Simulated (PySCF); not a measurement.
Predicted microwave data (PBE0-D3(BJ)/def2-SVP geometry optimisation, gas phase (PySCF)) for one isomer of C4H7FSi:

- Rotational constants: A = 9038, B = 1173, C = 1119 MHz
- Dipole components: |μa| = 1.67 D, |μb| = 0.29 D, |μc| = 0.68 D
- Inertial defect: -35.08 u·Å²
- κ: -0.99

Task: Which candidate fits, each taken in the one conformer that was computed?
A. `[F:1]/[CH:2]=[CH:3]/[C@@H:4]1[CH2:5][SiH2:6]1` with C2–C3–C4–C5 -142°
B. `FC1=CC[SiH2]C1`

Result: A. It is F/C=C/[C@@H]1C[SiH2]1, a near-prolate asymmetric top, point group C1. The candidates at the same level (rigid rotor, commonest isotopes):

```csv
SMILES,A (MHz),B (MHz),C (MHz),μa (D),μb (D),μc (D),Δ (u·Å²),point group,rotor
F/C=C/[C@@H]1C[SiH2]1,9038,1173,1119,1.67,0.29,0.68,-35.08,C1,near-prolate asymmetric top
FC1=CC[SiH2]C1,5542,2253,1666,1.21,0.08,0.00,-12.22,Cs,asymmetric top
```

`FC1=CC[SiH2]C1` has B 92 % too high. No structure here is proved a minimum.
